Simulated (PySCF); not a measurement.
CH₅FOSi, SMILES C[Si@H](O)F. Geometry: B3LYP-D3(BJ)/def2-SVP. The structure was generated by enumeration; whether it is a known compound was not checked. Other conformers were not sampled.

These are B3LYP-D3(BJ)/def2-SVP in PySCF 2.14.0 values and carry that method's errors.

Harmonic wavenumbers (cm⁻¹): 149, 201, 240, 303, 339, 659, 711, 756, 822, 840, 890, 924, 968, 1281, 1430, 1433, 2293, 3030, 3119, 3126, 3876. Rotational constants (GHz): 6.444, 5.913, 3.615; symmetry number 1.

### Question
Work out the zero-point energy and the ideal-gas rigid-rotor harmonic-oscillator thermochemistry at 298.15 K and 1 atm.

### Answer
ZPE = ½ Σ hcν = ½ × 27389 cm⁻¹ = 163.82 kJ/mol. H − E(el) = 181.98 kJ/mol. Entropy in J/(mol K): translation 163.42, rotation 105.69, vibration 45.76, total 314.86. G − E(el) = 88.10 kJ/mol. Cp = 92.59 J/(mol K). Modes under 150 cm⁻¹ make the vibrational entropy uncertain.
